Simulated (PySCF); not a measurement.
C5H10F2Si.
Z-matrix (Å and degrees, GFN2-xTB geometry), rows numbered from 1:
```
F 
C   1  1.3934
C   2  1.5259  1  108.54
C   3  1.5293  2  112.48  1   -64.05
C   4  1.5276  3  113.91  2   -69.08
C   5  1.5318  4  112.66  3    69.20
Si  6  1.8897  5  110.63  4   -56.51
F   7  1.6126  2  109.99  1   -42.71
H   2  1.0965  1  104.81  3   117.27
H   3  1.0921  2  108.11  1   174.02
H   3  1.0928  2  108.91  1    56.66
H   4  1.0924  3  108.39  2   169.72
H   4  1.0920  3  108.66  2    53.06
H   5  1.0929  4  108.63  3  -169.80
H   5  1.0928  4  109.30  3   -52.79
H   6  1.0908  5  109.42  4  -179.97
H   6  1.0930  5  108.83  4    64.06
H   7  1.4570  2  110.65  1  -158.33
```

Definitions: NICS(0) = −σiso at the ring centroid; NICS(1) = −σiso and NICS(1)zz = −σzz at ±1 Å along the ring normal z. Level: GIAO PBE0/pcSseg-1 (PySCF, non-relativistic, gas phase) on the GFN2-xTB geometry, one conformer.

Ring bond lengths (Å), with Mayer bond orders in brackets: C2–C3 1.526 (1.03), C3–C4 1.529 (1.02), C4–C5 1.528 (1.03), C5–C6 1.532 (1.02), C6–Si7 1.890 (0.91), Si7–C2 1.916 (0.83).

**Question.** Give the NICS values of each ring in ppm.

**Answer.** 
```
              ring                                              type  NICS(0)  NICS(1), two faces  NICS(1)zz, two faces  rms pucker (Å)  centre to ring atoms, mean (Å)
C2–C3–C4–C5–C6–Si7  6-membered ring with Si; formal bonds all single     -1.7         -2.6 / -1.3             1.7 / 5.2            0.25                            1.59
```

**Question.** What do they say, and how far can they be read as aromaticity?

**Answer.** 
- C2–C3–C4–C5–C6–Si7: mean NICS(1)zz 3.5 ppm, deshielded. C2, C3, C4, C5, C6, Si7 have four or more neighbours, and the NICS criterion for π rings isn't applied. The two faces differ by 3.5 ppm, so no symmetry operation interchanges them.

**Question.** At the second NICS(1) probe listed for ring C2–C3–C4–C5–C6–Si7, 1 Å off the ring, what do the in-plane components average?

**Answer.** The isotropic value is a third of the trace: (3 × -1.3 − (5.2))/2 = -4.6 ppm.

**Question.** Give the inner angles of the rings and the Hirshfeld charges of the ring atoms.

**Answer.** 
- C2–C3–C4–C5–C6–Si7: C2 110.5° (-0.029 e), C3 112.5° (-0.078 e), C4 113.9° (-0.071 e), C5 112.7° (-0.065 e), C6 110.6° (-0.162 e), Si7 104.0° (+0.436 e); sum 664.2° against 720° for a flat convex ring.

**Question.** How shielded are the nuclei of the rings and their hydrogens (means over atoms taken as equivalent)?

**Answer.** 
| atoms | environment | σ isotropic (ppm) |
| --- | --- | --- |
| C2 | sp3 C–F carbon | 99.1 |
| C3 | ring CH2 carbon | 150.4 |
| C4 | ring CH2 carbon | 161.9 |
| C5 | ring CH2 carbon | 159.8 |
| C6 | sp3 carbon bound to silicon | 171.5 |
| Si7 | fluorine-bound silicon | 343.7 |
| H9 | methine hydrogen | 26.74 |
| H10 | methylene hydrogen | 30.53 |
| H11 | methylene hydrogen | 29.21 |
| H12 | methylene hydrogen | 30.24 |
| H13 | methylene hydrogen | 29.95 |
| H14 | methylene hydrogen | 29.61 |
| H15 | methylene hydrogen | 30.57 |
| H16 | methylene hydrogen | 30.42 |

The list is cut; further classes of hydrogen are left out.
